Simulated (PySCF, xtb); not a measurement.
C3H8BNO, SMILES B1([C@@H](C)CO1)N.

GFN2-xTB run with xtb at its own geometry gives an orbital gap of 6.49 eV and a dipole moment of 1.85 D.

Coordinates come from a TPSSh-D3(BJ)/def2-SVP optimisation. The structure was generated by enumeration; whether it is a known compound was not checked. Other conformers were not sampled.

### Question
What does PySCF with PBE/def2-TZVP give? (Estimate from the structure and the level; the computed values follow.)

### Answer
gap 6.12 eV (levels -6.05 and 0.07 eV), dipole 1.69 D.
